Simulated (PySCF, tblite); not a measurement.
Isomers of C6H8FPSi, one GFN2-xTB conformer each. Single-point energies are computed at PBE0/pcSseg-1 (PySCF, gas phase, no added dispersion term), electronic only.

Question: Rank them by PBE0/pcSseg-1 energy, lowest first (kJ/mol).
A. `[F:1][c:2]1[cH:3][cH:4][cH:5][c:6]([PH:7][SiH3:8])[cH:9]1` with C5–C6–P7–Si8 -105°
B. `CC1=C(F)C=C([SiH3])P=C1`

Answer: A (0.0), B (14.9).

As drawn, the higher has an Si–C bond, which the lower lacks. GFN2-xTB itself gives, in the same order: 0.0, 47.6. Both levels put the same isomer lowest.

Q: Which frontier levels, dipoles and rotational constants go with these structures?

A: 
```tsv
SMILES	HOMO (eV, PBE0/pcSseg-1)	LUMO (eV)	dipole (D)	A, B, C (MHz)
Fc1cccc(P[SiH3])c1	-6.81	-0.85	1.99	2054, 684.8, 591.1
Cc1cpc([SiH3])cc1F	-7.06	-1.59	1.09	2125, 795.6, 584.8
```

Q: What happens when harmonic zero-point energies from GFN2-xTB frequencies are added?

A: 
```json
{"SMILES": "Fc1cccc(P[SiH3])c1", "ZPE (kJ/mol)": "296.5", "electronic (kJ/mol)": "0.0", "with ZPE (kJ/mol)": "0.0"}
{"SMILES": "Cc1cpc([SiH3])cc1F", "ZPE (kJ/mol)": "300.5", "electronic (kJ/mol)": "14.9", "with ZPE (kJ/mol)": "19.0"}
```

The zero-point energies span 4.0 kJ/mol. The order is unchanged.

Q: As an exercise, what shares would exp(−E/RT) give at 500 K from these electronic energies alone (no entropy, no degeneracies)?

A: RT = 4.157 kJ/mol: Fc1cccc(P[SiH3])c1 97.3 %, Cc1cpc([SiH3])cc1F 2.7 %.
